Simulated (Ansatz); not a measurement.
System: GeBr2 (charge 0, singlet). SMILES: [Br][Ge][Br]
Geometry: optimised at B3LYP-D3(BJ)/def2-TZVP (Ansatz, a program for electronic structure).

Property: vertical triplet-singlet gap (E(triplet) - E(singlet); each state is the SCF solution reached for its spin), in eV. Correlated levels leave the core frozen unless marked. UHF or UKS for open shells. Spin-orbit coupling is left out. Frozen are the shells of the preceding noble gas and the d and f shells that filled before the atom's block. No relativistic terms. CBS(X,Y): correlation extrapolated as X^-3; Hartree-Fock from the larger set. The bracket is a focal-point correction in the basis named.

| level | program | vertical triplet-singlet gap (eV) |
|---|---|---|
| PBE0/def2-TZVPD | Ansatz | 2.45 |
| MP2/aug-cc-pVDZ | Ansatz | 2.45 |
| SCS-MP2/aug-cc-pVTZ | Ansatz | 2.56 |

Task: Predict the RI-MP2/CBS(aug-cc-pVTZ,aug-cc-pVQZ)+[CCSD(T)-MP2]/aug-cc-pVTZ result (Ansatz).

Result: 2.53 eV
